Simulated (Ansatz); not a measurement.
## Cost against result

Saddle point of SnH₅ClO₂, closed shell (SnH₃Cl ([Cl][SnH3]) + H₂O₂ ([OH][OH]) → SnH₄O₂ ([OH][O][SnH3]) + HCl; bonds formed: Sn1–O7, Cl2–H6; bonds broken: Sn1–Cl2, H6–O7), PBE0-D4/def2-TZVP structure:

| atom | x (Å) | y (Å) | z (Å) |
| --- | --- | --- | --- |
| Sn1 | -0.5243 | 0.1714 | -1.0827 |
| Cl2 | 2.2885 | -0.7649 | -0.5216 |
| H3 | -0.4889 | -1.1721 | -2.1060 |
| H4 | -2.1205 | 0.5254 | -0.5754 |
| H5 | 0.3265 | 1.5771 | -1.4677 |
| H6 | 1.1500 | -0.6082 | 0.5739 |
| O7 | 0.0369 | -0.4787 | 0.8696 |
| O8 | -0.1234 | 0.6019 | 1.7843 |
| H9 | -0.5449 | 0.1483 | 2.5256 |

Barriers are electronic and count from the start structure reached by relaxing down the imaginary mode.

Program: Ansatz 0.2.0. Basis: as named in each row. Cores are frozen in the correlated methods. Filled d shells of the heavier atoms are correlated. Core potentials replace the inner electrons of the atoms past krypton. The def2 sets are not built for correlating such inner shells, so the correlated values are less sure here. B3LYP uses VWN-RPA correlation. Extrapolation: Hartree–Fock as exp(−7.88 √X), correlation as X^−2.97.

Times are rough, for one single point on 4 threads of a shared host (Intel Xeon Platinum 8375C).

The estimate by CCSD(T) at an estimated basis limit (MP2 extrapolated from triple and quadruple zeta, plus CCSD(T) − MP2 in triple zeta) is 95.8 kJ/mol.

| method | basis | time (s) | barrier (kJ/mol) | method less estimate |
| --- | --- | --- | --- | --- |
| SPW92 | def2-SVP | under 1 | 49.0 | -46.8 |
| PBE-D4 | def2-SVP | under 1 | 68.8 | -27.0 |
| SPW92 | def2-TZVPP | under 1 | 55.8 | -40.0 |
| PBE0-D4 | def2-SVP | under 1 | 87.1 | -8.7 |
| PBE-D4 | def2-TZVPP | 1 | 75.3 | -20.6 |
| BLYP-D4 | def2-TZVPP | 1 | 79.4 | -16.5 |
| B3LYP-D4 | def2-TZVPP | 2 | 91.5 | -4.3 |
| BHLYP-D4 | def2-TZVPP | 2 | 107.5 | 11.6 |
| PBE0-D4 | def2-TZVPP | 2 | 90.8 | -5.0 |
| CAM-B3LYP-D4 | def2-TZVPP | 2 | 94.0 | -1.8 |
| r2SCAN-D4 | def2-TZVPP | 2 | 80.2 | -15.7 |
| r2SCAN0-D4 | def2-TZVPP | 3 | 92.8 | -3.1 |
| wB97M-V | def2-SVP | 3 | 93.8 | -2.1 |
| RPA on PBE | def2-TZVPP | 3 | 100.6 | 4.8 |
| B2PLYP | def2-TZVPP | 3 | 94.5 | -1.4 |
| CCSD(T) | def2-SVP | 4 | 105.9 | 10.0 |
| PBE-QIDH | def2-TZVPP | 4 | 97.6 | 1.7 |
| B97M-V | def2-TZVPP | 4 | 94.8 | -1.0 |
| wB97X-V | def2-TZVPP | 5 | 98.1 | 2.3 |
| wB97M-V | def2-TZVPP | 5 | 97.9 | 2.1 |
| MP2 | def2-QZVPP | 12 | 91.3 | -4.5 |
| CCSD(T) | def2-TZVPP | 78 | 100.3 | 4.5 |

All methods are single points on the PBE0-D4 structures.

The T1 diagnostic stays at or below 0.014.

Labels in which every atom is bracketed show which atoms are joined, not bond orders.
